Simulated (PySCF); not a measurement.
B(F)2(SH), SMILES FB(F)S (HBF₂S) (B3LYP/def2-SVP optimised geometry):

```
5

B     -0.609    -0.099     0.000
F     -1.259    -1.248    -0.001
F     -1.313     1.020     0.000
S      1.201    -0.099     0.000
H      1.313     1.248     0.004
```

Computed with B3LYP/def2-TZVP run with PySCF 2.14.0.

Q: What are the frontier orbital energies and the dipole moment?

A: HOMO-2 -11.55 eV, HOMO-1 -9.93 eV, HOMO -8.16 eV, LUMO -0.19 eV, LUMO+1 -0.15 eV; dipole moment 1.29 D.

On the same geometry PBE/def2-TZVP run with PySCF gives HOMO-2 -9.95 eV, HOMO-1 -8.73 eV, HOMO -7.14 eV, LUMO -0.92 eV, LUMO+1 -0.81 eV; dipole moment 1.24 D.

Meta-Löwdin charges at B3LYP/def2-TZVP: B1 0.54, F2 -0.29, F3 -0.29, S4 -0.07, H5 0.11.
